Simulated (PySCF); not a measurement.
# Worked example: entropy of an ideal gas

C2H3O2, SMILES [CH2]OC=O, multiplicity 2.

The structure is a stationary point at PBE-D3(BJ)/def2-SVP. The isomer is the one that the SMILES or the coordinates give; other isomers of the formula were not compared. Other conformers were not sampled.

PBE-D3(BJ)/def2-SVP (PySCF 2.14.0) gives the harmonic wavenumbers 253, 279, 314, 406, 726, 922, 996, 1127, 1190, 1342, 1383, 1784, 2994, 3109, 3276 cm⁻¹ and the rotational temperatures 1.1161, 0.3323, 0.2561 K. The molar mass is 59.04 g/mol, the symmetry number 1, the spin multiplicity 2.

Work out the entropy at 298.15 K and 1 atm in the rigid-rotor, harmonic-oscillator model.


Translation (Sackur–Tetrode at 1 atm): S = R[1.5 ln M + 2.5 ln T − 1.16487] = 159.6 J/(mol K).
Rotation: q = (√π/σ) T^1.5/√(θA θB θC) = 29600, S = R[ln q + 3/2] = 98.1 J/(mol K).
Vibration: with u = 1.4388 ν/T, each mode gives R[u/(e^u − 1) − ln(1 − e^−u)]:
```csv
ν (cm⁻¹),modes,u,S (J/(mol K))
253,1,1.22,7.15
279,1,1.35,6.44
314,1,1.52,5.61
406,1,1.96,3.94
726,1,3.50,1.16
922,1,4.45,0.54
996,1,4.81,0.40
1127,1,5.44,0.23
1190,1,5.74,0.18
1342,1,6.48,0.10
1383,1,6.67,0.08
1784,1,8.61,0.01
```
The stiffer modes add less than 0.005 each. Sum 25.8 J/(mol K).
Spin: R ln 2 = 5.8 J/(mol K).
Total 289.3 J/(mol K); the program's own thermochemistry gives 289.3. Translation makes up 55 % and vibration 9 %. Anharmonicity, hindered rotation and orbital degeneracy are left out.
